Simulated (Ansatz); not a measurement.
Ansatz results at the PBE0-D4/def2-TZVP geometry: HOMO energy (PBE/def2-TZVPP) -5.94 eV; LUMO energy (ωB97M-V/def2-TZVPP) 1.87 eV; size of the dipole moment (ωB97M-V/def2-TZVPP) 2.37 D.

Each molecule was computed in one conformer, which needn't be the lowest.

(1) Which molecule gave them?
A. `N=C(N)S`
B. `NB(O)CO`
C. `BO[SiH2][GeH2][F]`
D. `CC1=CC1C`

## Answers

(1) A. The others give `CC1=CC1C`: -5.69, 2.62, 0.84; `BO[SiH2][GeH2][F]`: -7.17, 0.90, 2.47; `NB(O)CO`: -5.56, 1.72, 4.41.
